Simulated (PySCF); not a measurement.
# Energy of Ne⁺ (neon, charge +1) between two integer charges

The 2p beta orbital of [He] 2s2 2p5 is emptied in steps (occupation f), with all orbitals relaxed, ending at [He] 2s2 2p4. All numbers are calculated (PySCF 2.14, no relativity, point nucleus, in def2-TZVP). The exact energy is a straight line in f; departures are measured from the line between the end points of the same method.

Task: Among UHF, LDA, PBE, PBE0, r2SCAN, LC-wPBE, BHandHLYP, wB97X, CAM-B3LYP, B3LYP, which shows the largest delocalisation error (convex curve), and which is closest to linear?

Result: Most convex: LDA (-2.576 eV at f = 0.5); closest to linear: UHF (0.648 eV).

```json
{"f": "1", "UHF (eV)": "0.000", "LDA (eV)": "0.000", "PBE (eV)": "0.000", "PBE0 (eV)": "0.000", "r2SCAN (eV)": "0.000", "LC-wPBE (eV)": "0.000", "BHandHLYP (eV)": "0.000", "wB97X (eV)": "0.000", "CAM-B3LYP (eV)": "0.000", "B3LYP (eV)": "0.000"}
{"f": "0.75", "UHF (eV)": "0.506", "LDA (eV)": "-1.923", "PBE (eV)": "-1.860", "PBE0 (eV)": "-1.273", "r2SCAN (eV)": "-1.695", "LC-wPBE (eV)": "-0.829", "BHandHLYP (eV)": "-0.699", "wB97X (eV)": "-0.810", "CAM-B3LYP (eV)": "-1.023", "B3LYP (eV)": "-1.404"}
{"f": "0.5", "UHF (eV)": "0.648", "LDA (eV)": "-2.576", "PBE (eV)": "-2.478", "PBE0 (eV)": "-1.694", "r2SCAN (eV)": "-2.229", "LC-wPBE (eV)": "-1.098", "BHandHLYP (eV)": "-0.940", "wB97X (eV)": "-1.070", "CAM-B3LYP (eV)": "-1.368", "B3LYP (eV)": "-1.875"}
{"f": "0.25", "UHF (eV)": "0.468", "LDA (eV)": "-1.937", "PBE (eV)": "-1.850", "PBE0 (eV)": "-1.262", "r2SCAN (eV)": "-1.635", "LC-wPBE (eV)": "-0.811", "BHandHLYP (eV)": "-0.710", "wB97X (eV)": "-0.785", "CAM-B3LYP (eV)": "-1.026", "B3LYP (eV)": "-1.405"}
{"f": "0", "UHF (eV)": "0.000", "LDA (eV)": "0.000", "PBE (eV)": "0.000", "PBE0 (eV)": "0.000", "r2SCAN (eV)": "0.000", "LC-wPBE (eV)": "0.000", "BHandHLYP (eV)": "0.000", "wB97X (eV)": "0.000", "CAM-B3LYP (eV)": "0.000", "B3LYP (eV)": "0.000"}
```

```json
{"method": "UHF", "E(f=0) − E(f=1) (eV)": "39.285", "−ε at f=1 (eV)": "42.103", "−ε at f=0.5 (eV)": "39.182"}
{"method": "LDA", "E(f=0) − E(f=1) (eV)": "41.425", "−ε at f=1 (eV)": "31.234", "−ε at f=0.5 (eV)": "41.387"}
{"method": "PBE", "E(f=0) − E(f=1) (eV)": "41.141", "−ε at f=1 (eV)": "31.241", "−ε at f=0.5 (eV)": "41.166"}
{"method": "PBE0", "E(f=0) − E(f=1) (eV)": "41.009", "−ε at f=1 (eV)": "34.225", "−ε at f=0.5 (eV)": "41.036"}
{"method": "r2SCAN", "E(f=0) − E(f=1) (eV)": "41.137", "−ε at f=1 (eV)": "32.027", "−ε at f=0.5 (eV)": "41.294"}
{"method": "LC-wPBE", "E(f=0) − E(f=1) (eV)": "41.309", "−ε at f=1 (eV)": "36.890", "−ε at f=0.5 (eV)": "41.354"}
{"method": "BHandHLYP", "E(f=0) − E(f=1) (eV)": "40.934", "−ε at f=1 (eV)": "37.247", "−ε at f=0.5 (eV)": "40.903"}
{"method": "wB97X", "E(f=0) − E(f=1) (eV)": "40.955", "−ε at f=1 (eV)": "36.631", "−ε at f=0.5 (eV)": "41.016"}
{"method": "CAM-B3LYP", "E(f=0) − E(f=1) (eV)": "41.268", "−ε at f=1 (eV)": "35.836", "−ε at f=0.5 (eV)": "41.259"}
{"method": "B3LYP", "E(f=0) − E(f=1) (eV)": "41.290", "−ε at f=1 (eV)": "33.825", "−ε at f=0.5 (eV)": "41.286"}
```

Reference removal energy between the ground levels: 40.963 eV (measured; NIST Atomic Spectra Database, ionization energies). The calculation has no spin-orbit coupling. UHF lacks correlation.
